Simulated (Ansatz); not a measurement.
CH$_{4}$OSn, SMILES `[CH2]1[O][SnH2]1`, relaxed with RKS PBE0-D4/def2-TZVP in the Gaussian-basis code of Ansatz from a PBE-D4/def2-SVP geometry. The force threshold is 0.005 eV/Å; the program also tests the step.

Total charge 0; spin multiplicity 1. Sn: def2 effective core potential.

Start:

```xyz
7

C    -0.052    1.111   -0.387
O     0.490    0.858    0.733
Sn   -0.245   -1.281   -0.153
H    -1.113    1.474   -0.458
H     0.561    1.259   -1.317
H     1.383   -1.869    0.176
H    -1.024   -1.552    1.405
```

```json
{"step": "1", "energy (eV)": "-8976.7408", "largest force (eV/Å)": "0.993", "largest move (Å)": "0.000"}
{"step": "2", "energy (eV)": "-8976.7711", "largest force (eV/Å)": "0.377", "largest move (Å)": "0.047"}
{"step": "3", "energy (eV)": "-8976.7747", "largest force (eV/Å)": "0.436", "largest move (Å)": "0.042"}
{"step": "4", "energy (eV)": "-8976.7842", "largest force (eV/Å)": "0.338", "largest move (Å)": "0.023"}
{"step": "5", "energy (eV)": "-8976.7858", "largest force (eV/Å)": "0.234", "largest move (Å)": "0.007"}
{"step": "6", "energy (eV)": "-8976.7874", "largest force (eV/Å)": "0.106", "largest move (Å)": "0.013"}
{"step": "7", "energy (eV)": "-8976.7893", "largest force (eV/Å)": "0.107", "largest move (Å)": "0.023"}
{"step": "8", "energy (eV)": "-8976.7928", "largest force (eV/Å)": "0.108", "largest move (Å)": "0.055"}
{"step": "9", "energy (eV)": "-8976.7945", "largest force (eV/Å)": "0.121", "largest move (Å)": "0.043"}
{"step": "10 (rejected)", "energy (eV)": "-8976.7920", "largest force (eV/Å)": "0.257", "largest move (Å)": "0.049"}
{"step": "11 (rejected)", "energy (eV)": "-8976.7939", "largest force (eV/Å)": "0.067", "largest move (Å)": "0.023"}
{"step": "12", "energy (eV)": "-8976.7949", "largest force (eV/Å)": "0.032", "largest move (Å)": "0.011"}
{"step": "13", "energy (eV)": "-8976.7950", "largest force (eV/Å)": "0.013", "largest move (Å)": "0.004"}
{"step": "14", "energy (eV)": "-8976.7950", "largest force (eV/Å)": "0.005", "largest move (Å)": "0.002"}
```

End:

```xyz
7

C    -0.077    1.043   -0.418
O     0.485    0.832    0.736
Sn   -0.163   -1.141   -0.028
H    -1.093    1.456   -0.462
H     0.544    1.242   -1.300
H     1.380   -1.876    0.108
H    -1.075   -1.555    1.364
```

Run time 36 s (2 threads of an Arm Neoverse V1 on a shared host); peak host memory 0.26 GiB.
